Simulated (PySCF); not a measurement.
**Working out the excitation energy of N²⁺**

N²⁺ [He] 2s2 2p1 (2P) → N²⁺ [He] 2s1 2p1 3s1 (4P). All numbers are calculated (PySCF 2.14, no relativity, point nucleus, in dyall-av2z (11s7p2d, 42 functions)). Frozen: 1s2; the 8 highest virtual orbitals dropped. Energies in hartree (1 hartree = 27.21139 eV):

| part | N²⁺ (lower) | N²⁺ (upper) |
| --- | --- | --- |
| UHF | -52.818171 | -51.581438 |
| CCSD correlation | -0.080275 | -0.013534 |
| (T) | -0.000745 | -0.000069 |

Task: What does Hartree-Fock give?

Result: (-51.581438) − (-52.818171) = 1.236733 hartree = 33.653 eV.

Task: What do CCSD and CCSD(T) give?

Result: The CCSD correlation energies differ by 0.066741 hartree = 1.816 eV and the triples by 0.000676 hartree = 0.018 eV, so CCSD gives 35.469 eV and CCSD(T) 35.487 eV.

A double-zeta basis recovers only part of the correlation energy.
